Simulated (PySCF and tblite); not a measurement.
Results of a calculation; reference values are marked as such.
C₅H₉NO, numbered as in [CH3:1][O:2][CH2:3][CH2:4][CH2:5][C:6]#[N:7].

Search: ETKDG and KDG, MMFF94s, GFN2-xTB, 150 starts; geometries at PBE0-D3(BJ)/def2-SVP. Weights use B3LYP-D3(BJ)/def2-TZVP (IEF-PCM, chloroform) energies plus GFN2-xTB zero-point and thermal terms (modes under about 100 cm⁻¹ blended into free rotors). Symmetry numbers and mirror images are counted. Conformers within 3 kcal/mol (GFN2-xTB free energy) were kept, 8 at most. Codes: tblite and PySCF.

Torsions listed: C1–O2–C3–C4, O2–C3–C4–C5, C3–C4–C5–C6. Of a mirror pair one member is shown.

| conformer | shape | symmetry | dipole D |
| --- | --- | --- | --- |
| 1 | 75°, 175°, 179° | C1 (pair) | 4.48 |
| 2 | 177°, 177°, 61° | C1 (pair) | 4.14 |
| 3 | -76°, -178°, 62° | C1 (pair) | 5.86 |
| 4 | 77°, 56°, 66° | C1 (pair) | 6.05 |
| 5 | 76°, 55°, -175° | C1 (pair) | 4.84 |
| 6 | 175°, -58°, -63° | C1 (pair) | 4.45 |
| 7 | 79°, 176°, 63° | C1 (pair) | 3.85 |
| 8 | 179°, -58°, 178° | C1 (pair) | 6.18 |

(1) Which of these conformers is the most populated at 298.15 K, and with what share?

(2) Give the DFT energies and free energies relative to the lowest, and all weights.

(3) How does its share change from 250 K to 373.15 K?

The cap on conformers cut off some of the population, so the set may be incomplete.

Results:

(1) Conformer 6, about 45 %. The lead over the next is within the error of the method.

(2) 
```json
{"conformer": "1", "shape": "75°, 175°, 179°", "E(DFT) kcal/mol": "2.15", "G(298.15 K) kcal/mol": "2.04", "weight %": "1.4"}
{"conformer": "2", "shape": "177°, 177°, 61°", "E(DFT) kcal/mol": "1.08", "G(298.15 K) kcal/mol": "0.89", "weight %": "10.0"}
{"conformer": "3", "shape": "-76°, -178°, 62°", "E(DFT) kcal/mol": "2.25", "G(298.15 K) kcal/mol": "2.27", "weight %": "1.0"}
{"conformer": "4", "shape": "77°, 56°, 66°", "E(DFT) kcal/mol": "1.17", "G(298.15 K) kcal/mol": "1.29", "weight %": "5.1"}
{"conformer": "5", "shape": "76°, 55°, -175°", "E(DFT) kcal/mol": "1.11", "G(298.15 K) kcal/mol": "1.15", "weight %": "6.4"}
{"conformer": "6", "shape": "175°, -58°, -63°", "E(DFT) kcal/mol": "0.00", "G(298.15 K) kcal/mol": "0.00", "weight %": "44.8"}
{"conformer": "7", "shape": "79°, 176°, 63°", "E(DFT) kcal/mol": "2.01", "G(298.15 K) kcal/mol": "2.02", "weight %": "1.5"}
{"conformer": "8", "shape": "179°, -58°, 178°", "E(DFT) kcal/mol": "0.34", "G(298.15 K) kcal/mol": "0.24", "weight %": "29.8"}
```

(3) From 50 % to 39 %; the mixing entropy goes from 3.95 to 4.59 cal/(mol K).
